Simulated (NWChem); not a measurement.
C₂H₆OSi; SMILES CC(=O)[SiH3]

All runs: NWChem. All runs use the structure optimised with PBE0/def2-SVP. Level: PBE0/def2-SVP with SMD (1 M gas to 1 M solution), gas-phase geometry. Reactions with the solvent are ignored.

For solvent water:

```
Item                                         Value
-------------------------------------------  -----
solvation free energy (kcal/mol)              -1.2
cavity-dispersion-structure term (kcal/mol)    4.3
dipole in solution (D)                        3.40
```

**Question.** What are these values for solvent toluene?

**Answer.** The solvation free energy (kcal/mol) is -3.1 and the cavity-dispersion-structure term (kcal/mol) is -1.3. The dipole in solution (D) is 2.70.
